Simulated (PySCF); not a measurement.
Level sweep

C3H8GeSi.
SMILES: `C#C[C@@H]([SiH3])[GeH3]`

PySCF, dipoles from the SCF density, polarisabilities from static response with core orbitals frozen. Geometry: PBE0-D3(BJ)/def2-SVP; no solvent, vibrations or thermal averaging. The LDA/def2-SVPD calculation is non-relativistic and has no spin–orbit coupling, an omission that weighs most on germanium.

Task: How do dipole and polarisability depend on functional and basis here?

Result: 

| level | μ (D) | α (Å³) | anisotropy (Å³) |
| --- | --- | --- | --- |
| LDA/def2-SVPD | 0.598 | 15.00 | 5.07 |
| PBE/def2-SVPD | 0.568 | 14.67 | 5.01 |
| B3LYP/def2-SVPD | 0.566 | 14.24 | 4.74 |
| PBE0/def2-SVPD | 0.574 | 14.12 | 4.68 |
| BHandHLYP/def2-SVPD | 0.567 | 13.71 | 4.44 |
| CAM-B3LYP/def2-SVPD | 0.578 | 13.97 | 4.49 |
| wB97X-D/def2-SVPD | 0.587 | 13.98 | 4.46 |
| LC-wPBE/def2-SVPD | 0.583 | 13.58 | 4.26 |
| HF/def2-SVPD | 0.556 | 13.16 | 4.11 |
| PBE0/6-31G* | 0.533 | 11.40 | 4.87 |
| PBE0/def2-SVP | 0.518 | 12.28 | 4.93 |
| PBE0/aug-cc-pVDZ | 0.601 | 14.41 | 4.79 |
| PBE0/def2-TZVP | 0.594 | 13.62 | 4.93 |
| PBE0/def2-TZVPD | 0.606 | 14.33 | 4.74 |

The anisotropy is √(½[(α1 − α2)² + (α2 − α3)² + (α3 − α1)²]). The dipole runs from 0.52 D (PBE0/def2-SVP) to 0.61 D (PBE0/def2-TZVPD). No reference polarisability is at hand; against PBE0 in the largest diffuse basis at hand (def2-TZVPD) the other PBE0 rows deviate by 6-31G* -20%, def2-SVP -14%, def2-SVPD -1%, aug-cc-pVDZ +1%, def2-TZVP -5%. In one basis (def2-SVPD) the functionals order the polarisability from HF (lowest) to LDA (highest), a spread of 14%. With PBE0 the polarisability is 12.43 Å³ without diffuse functions (mean of 6-31G*, def2-SVP and def2-TZVP) and 14.29 Å³ with them (mean of def2-SVPD, aug-cc-pVDZ and def2-TZVPD).
